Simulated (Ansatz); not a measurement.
H2S, charge +1, doublet, at a GFN2-xTB geometry (a state made from the parent by changing its charge; the spin is typed, not shown lowest); B3LYP/def2-TZVP run with Ansatz (a quantum-chemistry and plane-wave program).

Ansatz was given this input:
Ansatz 0.2 input:
```yaml
crystal:
  periodic: [false, false, false]
  atoms:
    - {symbol: S, position_ang: [-0.00757534, 0.10361495, -0.00257768]}
    - {symbol: H, position_ang: [-0.92914297, -0.90072190, 0.04307107]}
    - {symbol: H, position_ang: [1.05034843, -0.75711727, -0.00182812]}
basis:
  gaussian:
    orbitals: def2-TZVP
hamiltonian:
  xc: b3lyp
total_charge: 1
magnetization: {spin_polarized: true, initial_magnetization: 1}
accuracy: high
```

Output, abridged:

```
Functional definition: B3LYP
748 factors; integrals over basis functions are off by at most 3.7e-9 eV
mean field evaluation 1: about -10857.4096 eV, gradient 1.5e1 eV
mean field evaluation 2: about -10858.0050 eV, gradient 1.2e1 eV
mean field evaluation 4: about -10858.4747 eV, gradient 9.0e-1 eV
mean field evaluation 8: about -10858.5212 eV, gradient 9.7e-3 eV
mean field evaluation 16: about -10858.5212 eV, gradient 1.7e-6 eV
mean field -10858.52124838 eV, -399.0432957080 hartree, gradient 2.0e-8 eV, S^2 0.754727; 0 other end points of the search recorded, 0 dependent functions left out
reference -10858.52127521 eV, -399.0432966939 hartree; 9, 8 occupied and 40, 41 virtual orbitals, 748 factors
Total energy: -10858.52127521 eV, -399.0432966939 hartree
```
